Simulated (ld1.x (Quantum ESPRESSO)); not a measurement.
Configuration tests for N (ultrasoft)

- Element: nitrogen (N)
- Generator: ld1.x (Quantum ESPRESSO) 7.5
- Type: ultrasoft
- Functional: PBE
- Relativity: scalar-relativistic
- Frozen core: [He]
- Valence charge: 5
- Reference configuration: 2s2 2p2.5 (charge +0.5)
- Partial waves: 2s (bound): rcut 0.85, rcutus 1.00 bohr; 2s channel at 0.55 Ry: rcut 0.85, rcutus 1.00 bohr; 2p (bound): rcut 1.75, rcutus 2.35 bohr; 2p channel at -0.6 Ry: rcut 1.75, rcutus 2.35 bohr
- Local potential: all-electron potential smoothed inside 0.95 bohr (lloc = -2)
- Core correction: none
- Augmentation charge: PSQ, radius 0.75 bohr

Energies are relative to the spin-unpolarised reference configuration 2s2 2p2.5; without spin polarisation the order of configurations can differ from experiment.

**Question.** Give the all-electron excitation energy and the error of the potential for: 2s2 2p3; 2s2 2p2; 2s2 2p1; 2s1 2p4; 2s1 2p3; 2s0 2p5; 2s2 2p0.

**Answer.**

| valence configuration | charge | ΔE all-electron (eV) | error AE − PS (meV) |
| --- | --- | --- | --- |
| 2s2 2p3 | 0 | -5.093 | -1.4 |
| 2s2 2p2 | +1 | 8.498 | -2.8 |
| 2s2 2p1 | +2 | 37.352 | -2.0 |
| 2s1 2p4 | 0 | 6.414 | +11 |
| 2s1 2p3 | +1 | 20.279 | -0.7 |
| 2s0 2p5 | 0 | 17.947 | +42 |
| 2s2 2p0 | +3 | 84.434 | +255 |
